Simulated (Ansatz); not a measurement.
CH6BNO, SMILES `BOCN` at its PBE0-D4/def2-TZVP geometry, where that method's forces vanish. Total charge 0; spin multiplicity 1.

```xyz
10

B    -1.1526    1.3105   -0.1927
O    -0.0109    0.8246    0.3099
C     0.2003   -0.5881    0.4888
N     1.2814   -1.1000   -0.2652
H    -2.0417    0.5615   -0.5090
H    -1.2395    2.4983   -0.3139
H    -0.7210   -1.1126    0.2200
H     0.4017   -0.7304    1.5521
H     2.1554   -0.6498   -0.0293
H     1.1270   -1.0140   -1.2607
```

(1) What forces (eV/Å) does PBE-D4/def2-TZVPP give on these atoms in Ansatz 0.2.0? (Estimate.)

Results:

(1) Ansatz gave: 
```
B1  -0.327  0.147 -0.141
O2   0.276  0.481  0.130
C3   0.014 -0.359  0.066
N4   0.029 -0.318  0.082
H5  -0.097 -0.088 -0.032
H6   0.006  0.131 -0.013
H7  -0.216 -0.126 -0.055
H8   0.040 -0.027  0.244
H9   0.315  0.139  0.067
H10 -0.039  0.020 -0.347
```
